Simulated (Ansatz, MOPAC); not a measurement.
Species: B$_{2}$H$_{4}$, net charge -1, doublet state. SMILES: B[BH2-]
Geometry from a B3LYP-D3(BJ)/def2-TZVP (Ansatz, a program for electronic structure) optimisation:
```xyz
6

B      0.0001     0.0136     0.8205
B     -0.0001    -0.0136    -0.8205
H      1.0156     0.0327     1.4961
H     -1.0154     0.0168     1.4965
H      1.0154    -0.0168    -1.4965
H     -1.0156    -0.0327    -1.4961
```
Charge -1, spin multiplicity 2.

Quantity: vertical ionisation energy to the singlet, in eV. Conventions: 6-31G* and kin with 6d, 5d where marked; non-relativistic; open shells spin-unrestricted; dispersion terms only where a functional's name holds one; PM7 with its own dispersion and hydrogen-bond terms; 6-311+G** with 5d; each state is the SCF solution reached for its charge and spin; frozen cores in correlated levels; spin-orbit terms left out. CBS(X,Y): correlation extrapolated as X^-3; Hartree-Fock from the larger set. [CCSD(T)-MP2]/basis is that difference in the basis named. Ab initio and DFT rows: single points at B3LYP-D3(BJ) geometries (Ansatz). Semi-empirical rows: differences of heats of formation at the shared geometry for vertical values. Anions need diffuse functions, which STO-3G, LANL2DZ, def2-SVP, cc-pVDZ and Pople sets without + lack.

Coupled cluster (Ansatz) is a level with limits of its own, used here on species with T1 under 0.025 (0.045 for open shells) and stable references: RI-MP2/CBS(aug-cc-pVTZ,aug-cc-pVQZ)+[CCSD(T)-MP2]/aug-cc-pVTZ.

Value to compare with, RI-MP2/CBS(aug-cc-pVTZ,aug-cc-pVQZ)+[CCSD(T)-MP2]/aug-cc-pVTZ (Ansatz): 1.58 eV.

```tsv
level	program	vertical ionisation energy to the singlet (eV)	difference
PM3	MOPAC	2.28	0.70
PM6	MOPAC	1.63	0.05
PM7	MOPAC	1.64	0.06
HF/6-31G*	Ansatz	0.23	-1.35
HF/6-311+G**	Ansatz	0.70	-0.88
PBE/6-311+G**	Ansatz	1.90	0.32
B3LYP/STO-3G	Ansatz	-1.75	-3.33
MP2/6-31G*	Ansatz	0.70	-0.88
MP2/6-311+G**	Ansatz	1.40	-0.18
PBE/def2-TZVPD	Ansatz	1.88	0.30
B3LYP/def2-TZVPD	Ansatz	1.69	0.11
wB97M-V/def2-TZVPD	Ansatz	1.57	-0.01
```

Among the 9 habitual levels, B3LYP/STO-3G lies farthest from RI-MP2/CBS(aug-cc-pVTZ,aug-cc-pVQZ)+[CCSD(T)-MP2]/aug-cc-pVTZ (Ansatz) (-3.33 eV); 4 of 9 lie above it, and their mean absolute difference is 0.86 eV, the median 0.70. One case shows no general order.

The levels are drawn from those run, B3LYP/6-31G* more often than the rest, none by its result; left out are runs that failed, that the program found above a lower state of the same kind, or whose <S^2> lies over 0.5 above the pure value.
